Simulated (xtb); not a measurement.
xtb input:

```bash
xtb mol.xyz --gfn 1 --sp --chrg 0 --uhf 0
```
mol.xyz:
```
21

C     -1.31753073    -0.32771915     1.26374725
C     -0.71150270    -0.33924838    -0.14471000
C     -1.03861339     0.97669029    -0.85773641
C     -1.30574657    -1.50877475    -0.93769083
C      0.82475514    -0.53925964    -0.07753301
C      1.57711432     0.49650175     0.69767062
C      2.45644224     1.34435226     0.17897676
H     -1.06076117    -1.23848432     1.81041309
H     -0.96846053     0.52651881     1.84553415
H     -2.40660361    -0.26631635     1.21015942
H     -2.11943577     1.11597146    -0.93090316
H     -0.62075403     1.83110797    -0.32411697
H     -0.62963412     0.98410330    -1.87091331
H     -2.38948788    -1.40690296    -1.02739392
H     -1.09751038    -2.46259472    -0.44723040
H     -0.88830482    -1.55129795    -1.94633611
H      1.01272140    -1.52265989     0.36879521
H      1.21395547    -0.57662264    -1.09902698
H      1.37835108     0.54158503     1.76463200
H      2.97460036     2.07272475     0.78971196
H      2.69181408     1.33761323    -0.87967152
```

Predict the final energy.

-22.34392 Eh (GFN1-xTB).
